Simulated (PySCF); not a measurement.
In(H)(Me)(OH), SMILES [CH3][InH][OH] (CH5InO), PBE0/def2-SVP optimised geometry.

```
8

In    -0.44    -0.35     0.00
H     -1.64    -1.59     0.00
C      1.71    -0.35     0.00
H      2.09    -0.81     0.93
H      2.06     0.69    -0.06
H      2.10    -0.92    -0.85
O     -1.14     1.53     0.00
H     -2.10     1.59     0.00
```

Density from PBE0/def2-TZVP, def2 effective core potentials past Kr in PySCF at that geometry. The core electrons that the potentials of In replace are not part of the density.

Minimum of the electron density along straight lines between bonded atoms, close to the bond critical point (lines longer than 1.1 times the sum of covalent radii, or with two minima, are not listed):

| bond | length / Å | ρ at the minimum / e bohr⁻³ | ∇²ρ there / e bohr⁻⁵ | position (fraction from the first atom) |
|---|---|---|---|---|
| In1–H2 | 1.730 | 0.104 | 0.10 | 0.64 |
| In1–C3 | 2.147 | 0.101 | 0.15 | 0.52 |
| C3–H4 | 1.100 | 0.267 | -0.87 | 0.64 |
| C3–H5 | 1.099 | 0.270 | -0.89 | 0.64 |
| C3–H6 | 1.100 | 0.267 | -0.88 | 0.64 |
| In1–O7 | 2.011 | 0.108 | 0.47 | 0.52 |
| O7–H8 | 0.963 | 0.359 | -2.35 | 0.80 |
